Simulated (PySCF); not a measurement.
# Antimony: highly charged ions in a basis for the neutral atom

Sb²⁴⁺ [Ar] 3d9, Sb²⁵⁺ [Ar] 3d8. All numbers are calculated (PySCF 2.14, the spin-free X2C one-electron Hamiltonian (Gaussian nucleus), in x2c-SVPall (6s5p3d, 36 functions)). No spin-orbit coupling, so a gap to NIST mixes the basis error with missing relativistic terms.

Changed run: basis of the neutral atom used for a highly charged ion. This setting is unsound on purpose.

| species | method | sound run (hartree) | changed run (hartree) | converged |
| --- | --- | --- | --- | --- |
| Sb²⁴⁺ | UHF | not run | -6192.68123 | yes |
| Sb²⁴⁺ | TPSS | not run | -6193.98724 | yes |
| Sb²⁴⁺ | B3LYP | not run | -6194.06734 | yes |
| Sb²⁵⁺ | UHF | not run | -6144.90747 | yes |
| Sb²⁵⁺ | TPSS | not run | -6146.23016 | yes |
| Sb²⁵⁺ | B3LYP | not run | -6146.25943 | yes |

Ionisation energy of Sb²⁴⁺:

```json
{"method": "UHF", "changed run (eV)": "1300.0", "NIST (eV)": "1285 ± 4"}
{"method": "TPSS", "changed run (eV)": "1299.5", "NIST (eV)": "1285 ± 4"}
{"method": "B3LYP", "changed run (eV)": "1300.9", "NIST (eV)": "1285 ± 4"}
```

The contracted functions were made for the neutral atom and can be too rigid for a highly charged ion.
